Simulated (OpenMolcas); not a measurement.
## Eu2+: effect of the metal basis

Eu2+ with 6 ligands (bromide) in octahedral coordination (Oh) at 3.08 Å. A charge of +0.667 e stands 3.2 Å behind each ligand.

```
Program             : OpenMolcas 26.06
Method              : CASSCF
Spin-orbit coupling : RASSI with atomic mean-field integrals over the reference wave functions
```

Fixed: ligand basis ANO-RCC-VDZP, active space 7 electrons in 7 orbitals (4f), DKH2 Hamiltonian.

States (labels of O, the rotations of Oh). Energies in cm-1 above the lowest state or level, χT in cm3 K/mol.

```
Run   Metal basis  Ground state  χT at 300 K                      Cost
  A  ANO-RCC-VDZP           8A1        7.859  roughly 2.1 core-minutes
  B  ANO-RCC-VTZP           8A1        7.858    roughly 3 core-minutes
```

Costs are those of the RASSCF and RASSI steps.

No quartet enters the spin-orbit mixing, so the splitting and order within the octet and the sextets are unsound, and g values and χT are rough. No measured value stands beside these numbers; the geometry was imposed, not optimised, and the real ion may take another.
